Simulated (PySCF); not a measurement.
CH6GeSTe, SMILES CS[Te][GeH3], PBE0/def2-SVP optimised geometry.

```
10

Te    -1.48    -0.48     0.00
S     -1.62     1.94     0.00
C     -1.62     2.35     1.77
H     -2.49     1.92     2.28
H     -1.67     3.45     1.82
H     -0.69     2.02     2.26
Ge     1.10    -0.48     0.00
H      1.60     0.32     1.22
H      1.56    -1.94     0.10
H      1.62     0.16    -1.30
```

Density from PBE0/def2-TZVP, def2 effective core potentials past Kr in PySCF at that geometry. The core electrons that the potentials of Te replace are not part of the density.

Minimum of the electron density along straight lines between bonded atoms, close to the bond critical point (lines longer than 1.1 times the sum of covalent radii, or with two minima, are not listed):

```json
[
 {"bond": "Te1–S2", "length / Å": "2.422", "ρ at the minimum / e bohr⁻³": "?", "∇²ρ there / e bohr⁻⁵": "0.01", "position (fraction from the first atom)": "0.49"},
 {"bond": "S2–C3", "length / Å": "1.814", "ρ at the minimum / e bohr⁻³": "0.181", "∇²ρ there / e bohr⁻⁵": "?", "position (fraction from the first atom)": "0.53"},
 {"bond": "C3–H4", "length / Å": "1.098", "ρ at the minimum / e bohr⁻³": "0.276", "∇²ρ there / e bohr⁻⁵": "-0.94", "position (fraction from the first atom)": "0.65"},
 {"bond": "C3–H5", "length / Å": "1.101", "ρ at the minimum / e bohr⁻³": "0.272", "∇²ρ there / e bohr⁻⁵": "-0.92", "position (fraction from the first atom)": "0.65"},
 {"bond": "C3–H6", "length / Å": "1.099", "ρ at the minimum / e bohr⁻³": "0.275", "∇²ρ there / e bohr⁻⁵": "-0.94", "position (fraction from the first atom)": "0.65"},
 {"bond": "Te1–Ge7", "length / Å": "2.571", "ρ at the minimum / e bohr⁻³": "?", "∇²ρ there / e bohr⁻⁵": "-0.05", "position (fraction from the first atom)": "0.55"},
 {"bond": "Ge7–H8", "length / Å": "1.539", "ρ at the minimum / e bohr⁻³": "0.133", "∇²ρ there / e bohr⁻⁵": "0.05", "position (fraction from the first atom)": "0.59"},
 {"bond": "Ge7–H9", "length / Å": "1.541", "ρ at the minimum / e bohr⁻³": "0.132", "∇²ρ there / e bohr⁻⁵": "0.05", "position (fraction from the first atom)": "0.59"},
 {"bond": "Ge7–H10", "length / Å": "1.537", "ρ at the minimum / e bohr⁻³": "0.134", "∇²ρ there / e bohr⁻⁵": "0.05", "position (fraction from the first atom)": "0.59"}
]
```

**Question.** Fill in the missing entries.

**Answer.** 
- Te1–S2, ρ at the minimum / e bohr⁻³: 0.093
- S2–C3, ∇²ρ there / e bohr⁻⁵: -0.30
- Te1–Ge7, ρ at the minimum / e bohr⁻³: 0.079
